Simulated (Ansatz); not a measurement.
Compare A (`C=C[S][GeH3]`) with its isomer B (`C=[C](S)[GeH3]`).

Gas-phase electronic energies from Ansatz, PBE0-D4/def2-TZVP geometries. CCSD(T)/CBS adds triple-zeta CCSD(T) − MP2 to the extrapolated MP2 energy (def2 sets, frozen cores). Functionals use def2-TZVPP. B3LYP here is the variant with VWN-RPA as its local correlation; programs differ in this. For Ge outer-core shells are correlated without core-valence functions, which leaves a few kJ/mol of doubt a bond. Scalar relativity is left out up to krypton. Each species was taken in one conformer, which may not be the lowest.

A:

Z-matrix (Å, degrees):
```
Ge
S 1 2.222
H 1 1.538 2 108.4
H 1 1.533 2 105.9 3 -119.5
H 1 1.537 2 110.7 3 120.3
C 2 1.758 1 99.4 3 -49.5
C 6 1.327 2 123.0 1 -144.7
H 6 1.087 2 116.2 1 39.5
H 7 1.084 6 121.9 2 4.3
H 7 1.084 6 120.3 2 -174.9
```

B:

```xyz
10

C     1.558   -0.234   -0.607
C     0.230   -0.153   -0.531
S    -0.755   -0.439   -1.958
Ge   -0.661    0.403    1.108
H     2.072   -0.528   -1.518
H     2.178    0.001    0.250
H    -1.919   -0.670   -1.330
H    -1.327    1.772    0.900
H     0.377    0.474    2.237
H    -1.754   -0.626    1.449
```

**Question.** Which is lower in electronic energy at CCSD(T)/CBS, and by how much? (An estimate is asked.)

**Answer.** Computed: A, by 11.9 kcal/mol.

**Question.** Give E(B) − E(A) in kcal/mol with MP2/def2-TZVPP, PBE0-D4, B3LYP, r2SCAN-D4, B3LYP-D4, CCSD/def2-TZVPP, HF/def2-TZVPP. (Best estimate.)

**Answer.** Ansatz gave: MP2/def2-TZVPP 11.8, PBE0-D4 13.3, B3LYP 13.8, r2SCAN-D4 13.2, B3LYP-D4 13.2, CCSD/def2-TZVPP 12.0, HF/def2-TZVPP 14.7. None reverses the order clearly.

Largest T1 diagnostic: 0.012.

In def2-TZVPP, CCSD(T) changes the Hartree–Fock value by −3.0 kcal/mol (the triples alone add −0.3 kcal/mol) and MP2 by −2.9 kcal/mol.
